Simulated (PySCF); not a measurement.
H₆OSiTi, SMILES [SiH3][O][TiH3], multiplicity 1.

Geometry: B3LYP-D3(BJ)/def2-SVP. A frequency run showed that this geometry is not a minimum. The spin state was assumed, not searched. The structure was generated by enumeration; whether it is a known compound was not checked.

Two levels are set side by side: PBE/def2-TZVPD (PySCF) and HF/def2-TZVPD (PySCF). Same geometry, gas phase. Differences are taken from unrounded values.

```json
[
 {"quantity": "orbital gap (eV)", "HF": "13.10", "PBE": "3.37", "PBE minus HF": "-9.73"},
 {"quantity": "highest occupied level (eV)", "HF": "-12.05", "PBE": "-7.03", "PBE minus HF": "5.02"},
 {"quantity": "lowest empty level (eV)", "HF": "1.05", "PBE": "-3.66", "PBE minus HF": "-4.71"},
 {"quantity": "dipole moment (D)", "HF": "1.24", "PBE": "1.80", "PBE minus HF": "0.55"},
 {"quantity": "mean polarisability (bohr³)", "HF": "69.0", "PBE": "80.9", "PBE minus HF": "11.9"}
]
```

Without exact exchange PBE keeps part of each electron's self-repulsion, which lifts occupied levels and narrows the gap. Loosely held outer electrons make PBE densities more polarisable. Differences between two approximate levels are no errors against the true value.

Rough cost on one machine, each run with all the roots and properties that it gave: HF against PBE about 1/3.
